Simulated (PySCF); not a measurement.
## Structure from 2D NMR

Compound of formula C$_{5}$H$_{3}$N$_{3}$O$_{2}$. Correlations simulated from computed shifts and the bond graph:

HSQC (one-bond C–H):
| δH | δC |
| --- | --- |
| 3.03 | 31.8 |

HMBC (two and three bonds, from the bond graph):
| δH | δC |
| --- | --- |
| 3.03 | 189.9, 166.9 |

Carbons without hydrogens: δ 189.9, 166.9, 150.6, 112.7.

Method: coordinates at the GFN2-xTB level, shieldings: GIAO PBE0/pcSseg-1, in PySCF (gas phase, one averaged value for each set of equivalent atoms, no relativistic terms, one computed conformer).

δ = σ(ref) − σ, references computed at the same level: $^{1}$H and $^{13}$C vs TMS.

Exchangeable hydrogens are left out of these lists.

Q: Assemble the structure.

A: `o1c(C(C)=O)nnc1C#N`.

Atom-mapped SMILES (the numbers label the heavy atoms): `[CH3:1][C:2](=[O:3])[c:4]1[n:5][n:6][c:7]([C:8]#[N:9])[o:10]1` (H(Xn): hydrogen on atom n).

δC 189.9 is C2, a ketone carbonyl carbon. δC 166.9 is C4, a substituted aromatic carbon next to the ring oxygen. δC 150.6 is C7, a substituted aromatic carbon next to the ring oxygen. δC 112.7 is C8, a nitrile carbon. δC 31.8 is C1, a methyl carbon α to a carbonyl (δH 3.03). HMBC from δH 3.03 reaches the proton-free carbons C2, C4.

This is the structure that produced the data.

Shifts are as computed. Against solution values, carbons near 30 ppm lie about +3 ppm off and those near 130 ppm about +5 ppm. Of 1211 compounds with measured shifts, 218 miss one by over three times the rms of a fit or turn the order of signals round; such compounds aren't used in these exercises.
